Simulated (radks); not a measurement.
Hg67+, 13 electrons, occupied as [Ne] 3s2 3p1. All-electron calculation, Dirac Kohn-Sham, LB94 model potential, spin-unpolarised, spherical densities, finite nucleus; open shells fill j = l - 1/2 first; Fermi nuclear charge, rms radius 5.4648 fm. Program: a radial shooting solver on a logarithmic mesh with Libxc functionals.

Spin-orbit splittings of the eigenvalues, e(l+1/2) - e(l-1/2), with zeta = 2 splitting/(2l+1) and mean radii in bohr:

shell	occ.	splitting (eV)	zeta (eV)	<r> j=l-1/2	<r> j=l+1/2
2p	6	2014	1343	0.05606	0.06444
3p	1	547.2	364.8	0.1547	0.1672
